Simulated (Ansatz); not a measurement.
Program: Ansatz. Geometries: PBE0-D4/def2-TZVP. ΔE: electronic, gas phase. CCSD(T)/CBS is the MP2 limit (def2-TZVPP, def2-QZVPP) plus CCSD(T) − MP2 in def2-TZVPP, frozen cores. DFT in def2-TZVPP. B3LYP here is the variant with VWN-RPA as its local correlation; programs differ in this. For Br, Ge outer-core shells are correlated without core-valence functions, which leaves a few kJ/mol of doubt a bond. Scalar relativity is left out up to krypton. Each species was taken in one conformer, which may not be the lowest.

`[GeH3][Br]` + `OC(O)O` → `OC(O)[O][GeH3]` + HBr  (ligand exchange at a Ge–Br bond)

`[GeH3][Br]`:

Z-matrix (Å, degrees):
```
Ge
Br 1 2.309
H 1 1.532 2 107.2
H 1 1.532 2 107.2 3 -120.0
H 1 1.532 2 107.2 3 120.0
```

`OC(O)O`:

Z-matrix (Å, degrees):
```
C
O 1 1.384
O 1 1.401 2 106.2
O 1 1.375 2 109.5 3 -122.4
H 1 1.099 2 112.0 3 120.8
H 2 0.962 1 107.5 3 -30.2
H 3 0.962 1 108.1 2 178.5
H 4 0.965 1 106.9 2 49.0
```

`OC(O)[O][GeH3]`:

Z-matrix (Å, degrees):
```
C
O 1 1.378
O 1 1.371 2 110.3
O 1 1.407 2 112.1 3 119.0
H 1 1.100 2 105.5 3 -121.1
H 2 0.965 1 106.8 3 -48.6
Ge 3 1.800 1 118.9 2 164.2
H 4 0.962 1 108.2 2 60.9
H 7 1.533 3 102.4 1 162.3
H 7 1.537 3 108.5 1 44.0
H 7 1.532 3 110.5 1 -78.9
```

HBr:

```xyz
2

Br   -0.095   -0.332   -0.621
H     0.095    0.332    0.621
```

| level | ΔE (kcal/mol) |
| --- | --- |
| r2SCAN-D4 | 13.0 |
| B3LYP-D4 | 12.5 |
| PBE | 14.4 |
| B3LYP | 13.7 |
| CCSD/def2-TZVPP | 11.8 |
| CCSD(T)/def2-TZVPP | 11.3 |
| MP2/def2-QZVPP | 12.3 |
| HF/CBS(def2) | 14.4 |

(1) What does CCSD(T)/CBS give? (An estimate is asked.)

Largest T1 diagnostic among the species: 0.012.

Answers

(1) The calculation gave: +12.3 kcal/mol. The listed levels differ from it by 0.7, 0.2, 2.1, 1.4, -0.5, -1.0, 0.0, 2.1 kcal/mol.

In def2-TZVPP, CCSD(T) changes the Hartree–Fock value by −3.4 kcal/mol (the triples alone add −0.5 kcal/mol) and MP2 by −2.9 kcal/mol. From PBE to PBE0 (25 % exact exchange), in def2-TZVPP and without D4, ΔE moves by +0.8 kcal/mol.
